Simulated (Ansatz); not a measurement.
Consider the hydrogenolysis of a C–C bond: `CCBr` + H₂ → `CBr` + CH₄.

Calculated with Ansatz (gas phase, PBE0-D4/def2-TZVP geometries, no zero-point term in ΔE). CBS: MP2 limit from def2 TZ/QZ plus the TZ coupled-cluster correction, frozen cores. This one scheme is used for every species. DFT in def2-TZVPP. For Br outer-core shells are correlated without core-valence functions, which leaves a few kJ/mol of doubt a bond. Scalar relativity is left out up to krypton.

`CCBr`:

```xyz
8

C    -0.004    0.765   -0.262
C     0.171   -0.615    0.314
Br   -1.298   -1.793   -0.190
H     0.838    1.395    0.042
H    -0.924    1.229    0.095
H    -0.034    0.738   -1.352
H     0.179   -0.614    1.402
H     1.072   -1.106   -0.049
```

H₂:

```xyz
2

H     0.147    0.213    0.269
H    -0.147   -0.213   -0.269
```

`CBr`:

Z-matrix (Å, degrees):
```
C
Br 1 1.933
H 1 1.086 2 108.0
H 1 1.086 2 108.0 3 -120.0
H 1 1.086 2 108.0 3 120.0
```

CH₄:

Z-matrix (Å, degrees):
```
C
H 1 1.090
H 1 1.090 2 109.5
H 1 1.090 2 109.5 3 -120.0
H 1 1.090 2 109.5 3 120.0
```

CCSD(T)/CBS gives -0.61 eV.

Another level gave -0.63 eV. Which?
A. revPBE-D4/def2-TZVPP
B. HF/def2-TZVPP
C. SCS-MP2/def2-TZVPP
D. revPBE/def2-TZVPP

C. SCS-MP2/def2-TZVPP -0.63, revPBE -0.70, HF/def2-TZVPP -0.82, revPBE-D4 -0.57 eV.

Largest T1 diagnostic among the species: 0.008.

Leaving LDA and LC-ωPBE aside and taking each functional with its dispersion term where it has one, the values, not all of them listed here, spread over 0.13 eV, from B97M-V to revPBE-D4. LDA lies +0.10 eV from PBE without D4. The D4 term adds +0.07 eV with B3LYP and +0.04 eV with PBE0; it sums over pairs of atoms, weighted by their polarisabilities, and B3LYP, whose exchange is more repulsive, gets the larger term. In def2-TZVPP, CCSD(T) changes the Hartree–Fock value by +0.18 eV (the triples alone add +0.04 eV) and MP2 by +0.23 eV.

B3LYP here is the variant with VWN-RPA as its local correlation; programs differ in this.
